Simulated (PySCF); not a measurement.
Cl₃HOZr, SMILES [OH][Zr]([Cl])([Cl])[Cl], multiplicity 1.

Geometry optimised at B3LYP-D3(BJ)/def2-SVP. The multiplicity is an assumed one; no other spin state was optimised. The isomer is the one that the SMILES or the coordinates give; other isomers of the formula were not compared. The def2 effective core potentials stand for the cores of Zr; spin–orbit coupling is left out. One conformer was computed; it need not be the lowest.

Level of theory: B3LYP-D3(BJ)/def2-SVP run with PySCF 2.14.0.

Frequencies are harmonic and unscaled.

Modes within 1.5 cm⁻¹ of each other (mostly degenerate sets) share a row, with their intensities summed.

```
mode  ν (cm⁻¹)  IR (km/mol)  moving atoms (share of kinetic energy)
----  --------  -----------  --------------------------------------
1–2         97          1.9                         Cl 89 %, Zr 9 %
3          111          6.9                        Cl 62 %, Zr 31 %
4–5        146          3.0                 O 52 %, Cl 22 %, H 17 %
6–7        321        305.4                          H 79 %, O 18 %
8          376         17.1                         Cl 89 %, Zr 9 %
9–10       417        266.3                        Cl 60 %, Zr 39 %
11         766        149.9                         O 78 %, Zr 17 %
12        3942        413.7                                  H 94 %
```
